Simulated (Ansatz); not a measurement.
Abridged output of a molecular run in Ansatz:

```
Functional definition: HF
1729 factors; integrals over basis functions are off by at most 9.7e-4 eV
mean field evaluation 1: about -72358.2425 eV, gradient 4.6e1 eV
mean field evaluation 2: about -72358.4934 eV, gradient 4.7e1 eV
mean field evaluation 4: about -72363.2529 eV, gradient 4.4e0 eV
mean field evaluation 8: about -72363.3339 eV, gradient 3.1e-1 eV
mean field -72363.33464952 eV, -2659.3034987400 hartree, gradient 7.8e-6 eV, S^2 0.000000; 0 other end points of the search recorded, 0 dependent functions left out
21 core orbitals not correlated: weight in the atoms' cores, before any rotation towards them, 1.000 or more for the frozen orbitals, at most 0.000 for the correlated occupied ones
reference -72363.33464952 eV, -2659.3034987400 hartree; 20, 20 occupied and 251, 251 virtual orbitals, 1729 factors
second order -25.59556146 eV of doubles, -0.00000000 eV of singles
cycle   1  -25.73613547 eV  change   -1.4e-1 eV  update   1.3e-1
cycle   2  -26.55151391 eV  change   -8.2e-1 eV  update   3.9e-2
cycle   3  -26.71269744 eV  change   -1.6e-1 eV  update   2.0e-2
cycle   4  -26.69226705 eV  change    2.0e-2 eV  update   4.4e-3
cycle   5  -26.69090757 eV  change    1.4e-3 eV  update   2.3e-3
cycle   6  -26.69181581 eV  change   -9.1e-4 eV  update   7.1e-4
cycle   7  -26.69156793 eV  change    2.5e-4 eV  update   3.5e-4
cycle   8  -26.69150354 eV  change    6.4e-5 eV  update   1.2e-4
cycle   9  -26.69156481 eV  change   -6.1e-5 eV  update   4.7e-5
cycle  10  -26.69158377 eV  change   -1.9e-5 eV  update   1.7e-5
perturbative correction -0.95187630 eV, -0.0349808089 hartree
Total energy: -72390.97810959 eV, -2660.3193771600 hartree
```

Its atoms:

```xyz
12

F     0.439   -0.760    2.517
Si   -0.610   -0.022    1.557
N     0.002    0.120   -0.033
Si   -0.055   -1.211   -1.152
Ga    0.839    1.693   -0.576
H    -0.828    1.328    2.128
H    -1.840   -0.846    1.582
H     1.312   -1.628   -1.561
H    -0.803   -0.835   -2.382
H    -0.736   -2.361   -0.501
H     1.365    1.678   -2.045
H     0.916    2.845    0.467
```

Problem. Which basis set was used?
A. def2-TZVPP
B. def2-TZVPPD
C. def2-QZVPP
D. cc-pV(D+d)Z

Solution. A. It gives 292 functions.

Problem. Write the keys of the input that set method, charge and spin (a neutral closed shell needs none for the last two).

Solution. 
```yaml
correlation: {method: ccsd_t}
```
